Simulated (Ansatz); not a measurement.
VSeF₃. Total charge 0; singlet. Geometry r2SCAN-D4/def2-SVP.

```xyz
5

V    -0.033    0.082    0.035
Se    0.721   -1.765   -0.750
F     0.101    0.061    1.733
F    -1.668    0.250   -0.416
F     0.879    1.373   -0.602
```

B3LYP takes the VWN-RPA correlation. The restricted singlet is unstable towards broken spin symmetry in Hartree–Fock (as tested in another run); at HF/STO-3G, B3LYP-D4/def2-TZVP, PBE0-D4/def2-SVP, r2SCAN0-D4/def2-TZVP and others this wasn't settled.

Problem. Estimate the orbital energies around the gap (eV) in Ansatz with HF/STO-3G, B3LYP-D4/def2-TZVP, PBE0-D4/def2-SVP, r2SCAN0-D4/def2-TZVP, ωB97M-V/def2-TZVP.

Solution. 
| orbital | HF/STO-3G | B3LYP-D4/def2-TZVP | PBE0-D4/def2-SVP | r2SCAN0-D4/def2-TZVP | ωB97M-V/def2-TZVP |
| --- | --- | --- | --- | --- | --- |
| HOMO−13 | -40.56 | -32.39 | -32.40 | -34.33 | -35.98 |
| HOMO−12 | -19.80 | -18.84 | -19.22 | -19.67 | -21.91 |
| HOMO−11 | -15.44 | -14.07 | -14.27 | -14.84 | -17.06 |
| HOMO−10 | -15.44 | -14.07 | -14.27 | -14.84 | -17.05 |
| HOMO−9 | -15.29 | -13.70 | -13.87 | -14.46 | -16.63 |
| HOMO−8 | -14.93 | -13.46 | -13.63 | -14.21 | -16.47 |
| HOMO−7 | -14.93 | -13.46 | -13.63 | -14.21 | -16.47 |
| HOMO−6 | -14.84 | -13.00 | -13.13 | -13.74 | -15.95 |
| HOMO−5 | -14.12 | -12.58 | -12.71 | -13.32 | -15.48 |
| HOMO−4 | -14.12 | -12.58 | -12.71 | -13.32 | -15.48 |
| HOMO−3 | -13.41 | -12.22 | -12.34 | -12.96 | -15.05 |
| HOMO−2 | -8.89 | -9.47 | -9.78 | -10.04 | -11.92 |
| HOMO−1 | -7.07 | -8.20 | -8.41 | -8.64 | -10.50 |
| HOMO | -7.07 | -8.20 | -8.41 | -8.64 | -10.50 |
| LUMO | 4.79 | -4.39 | -4.21 | -4.25 | -2.03 |
| LUMO+1 | 4.79 | -4.38 | -4.21 | -4.25 | -2.03 |
| LUMO+2 | 5.26 | -3.26 | -3.05 | -3.13 | -1.05 |
| LUMO+3 | 6.00 | -3.08 | -2.81 | -2.86 | -0.61 |
| LUMO+4 | 6.01 | -3.08 | -2.81 | -2.86 | -0.61 |
| LUMO+5 | 11.07 | -0.16 | 0.22 | 0.55 | 1.13 |
